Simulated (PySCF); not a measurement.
C4H3NO2 (charge -1 and doublet state).
Geometry (GFN2-xTB, Å), atoms numbered from 1 in this order:
```xyz
10
C4H3NO2 angstrom
O     -2.4936    0.8241    0.3564
C     -1.8289   -0.1963    0.0307
C     -0.4291   -0.2834   -0.0626
C      0.5229    0.7609    0.1906
C      1.7296    0.2052   -0.0279
O      1.6077   -1.0982   -0.3971
N      0.2307   -1.4160   -0.4215
H     -2.3622   -1.1400   -0.2140
H      0.2968    1.7648    0.4906
H      2.7350    0.5836    0.0324
```

The hyperfine couplings belong to this conformer and change with its torsions.

As a line formula: `[O-][CH]c1ccon1` [radical] (charge -1).

The calculation used UKS B3LYP, pcH-1 on C H N O, non-relativistic, mean-field spin-orbit, GIAO in PySCF 2.14.0. Whether the extra electron is bound in the gas phase wasn't checked; a finite basis holds it in any case. A GFN2-xTB geometry isn't a minimum of the functional, and hyperfine couplings can be far from their values at a DFT geometry, by a factor of two or more for some ions and for spin on atoms past the first row.

Question: What are Nα, Nβ and the exact ⟨S²⟩?

Answer: 51 electrons with 2S = 1: 26 α and 25 β; S(S+1) = 0.75.

Mulliken spin populations, one withheld:

```json
{"atom": "O1", "bound to": "C2", "population": "+0.2692"}
{"atom": "C2", "bound to": "O1, C3, H8", "population": "+0.2410"}
{"atom": "C3", "bound to": "C2, C4, N7", "population": "+0.0490"}
{"atom": "C4", "bound to": "C3, C5, H9", "population": "-0.0110"}
{"atom": "C5", "bound to": "C4, O6, H10", "population": "-0.0050"}
{"atom": "O6", "bound to": "C5, N7", "population": "+0.0742"}
{"atom": "N7", "bound to": "O6, C3", "population": "?"}
{"atom": "H8", "bound to": "C2", "population": "-0.0174"}
{"atom": "H9", "bound to": "C4", "population": "-0.0007"}
{"atom": "H10", "bound to": "C5", "population": "-0.0002"}
```

Question: Complete the table.

Answer: 1 − (0.5991) gives +0.401, since all populations sum to 2S.

Question: How is the spin shared among the elements?

Answer: Nitrogen +0.40, oxygen +0.34, carbon +0.27, hydrogen -0.02. The positive populations sum to 1.03, the negative ones to -0.03.

Question: The run gives ⟨S²⟩ = 0.7630. What does that say of the overlap of α and β orbitals, and of the weight of higher spin?

Answer: For a single determinant ⟨S²⟩ = S(S+1) + Nβ − Σ|⟨iα|jβ⟩|², so the squared overlaps of occupied orbitals sum to 25 − 0.0130 = 24.9870. If the quartet state (S + 1) were the only admixture, its weight would be 0.0130/(2S + 2) = 0.43 %. For Kohn–Sham this describes the determinant of the orbitals, not the true wave function.

Question: What Fermi-contact NMR shifts do the couplings of C2, C3, C4, C5, N7, H8, H9 imply at 298 K (Curie law, g = gₑ)?

Answer: δ = a_FC·h·gₑ μB S(S+1)/(3 g_N μN kT), with k/h = 20836.6 MHz/K:

| nuclei | isotope | a_FC (MHz) | g_N | contact shift (ppm) |
| --- | --- | --- | --- | --- |
| C2 | 13C | 6.30 | 1.4048 | +664 |
| C3 | 13C | -18.71 | 1.4048 | -1972 |
| C4 | 13C | -3.40 | 1.4048 | -358 |
| C5 | 13C | -4.83 | 1.4048 | -509 |
| N7 | 14N | 20.22 | 0.4038 | +7413 |
| H8 | 1H | -20.26 | 5.5857 | -537 |
| H9 | 1H | -0.34 | 5.5857 | -9 |

All at the stated temperature.

C2, the radical centre as drawn in `[O-][CH]c1ccon1`, holds a spin population of +0.24 out of 1.

Time: 29 s wall (with the writing of density and orbital grids); peak memory 0.81 GiB. Hardware: one thread, Arm Neoverse V2 (aarch64), shared host with 48 logical CPUs at a one-minute load of 25.
